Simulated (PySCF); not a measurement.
C₂H₈BN₃, SMILES NB1NCCN1.

Coordinates come from a PBE-D3(BJ)/def2-SVP optimisation. This is a generated structure with no PubChem entry under its InChIKey; it may be hypothetical. Other conformers were not sampled.

These are PySCF 2.14.0 with PBE-D3(BJ)/def2-SVP values and carry that method's errors.

Frequencies are harmonic and unscaled.

```
mode  ν (cm⁻¹)  IR (km/mol)  moving atoms (share of kinetic energy)
----  --------  -----------  --------------------------------------
1           61        145.7                          H 70 %, N 29 %
2          182         33.4                  N 48 %, H 35 %, C 13 %
3          227          1.3                  H 48 %, C 27 %, N 25 %
4          316          1.0                  N 45 %, H 37 %, B 12 %
5          372          0.2                                  H 97 %
6          441        230.8                           H 89 %, N 8 %
7          495          0.7                          H 65 %, N 28 %
8          595         10.4                          B 73 %, N 17 %
9          612          0.3                  N 48 %, H 29 %, C 16 %
10         661         29.2                  C 34 %, H 33 %, N 27 %
11         815          0.7                          H 69 %, N 27 %
12         858          0.6                          N 80 %, H 18 %
13         874          0.6                  H 62 %, C 21 %, N 15 %
14         917          1.9                          C 56 %, H 39 %
15        1046          6.3                  H 48 %, C 26 %, N 24 %
16        1079          3.9                          H 61 %, C 36 %
17        1100         32.1                  H 38 %, C 34 %, N 28 %
18        1149         10.8                  H 70 %, N 15 %, C 13 %
19        1173          0.4                                  H 88 %
20        1237         62.2                  H 48 %, B 35 %, C 12 %
21        1237          6.9                    H 77 %, N 9 %, C 9 %
22        1272          3.9                  H 57 %, C 24 %, N 18 %
23        1339        104.6                  H 54 %, C 27 %, B 15 %
24        1398         61.9          H 46 %, B 21 %, N 20 %, C 12 %
25        1450         59.1                          H 82 %, C 11 %
26        1455         29.8                           H 79 %, B 9 %
27        1473         40.7                  H 67 %, B 18 %, N 12 %
28        1562        360.2                  H 45 %, B 29 %, N 26 %
29        2877         66.5                                  H 93 %
30        2883        117.5                                  H 94 %
31        2970         77.7                           H 92 %, C 8 %
32        2974         56.2                           H 91 %, C 9 %
33        3553          1.5                                  H 93 %
34        3554         16.3                                  H 93 %
35        3559         31.8                                  H 96 %
36        3659         21.1                           H 91 %, N 9 %
```
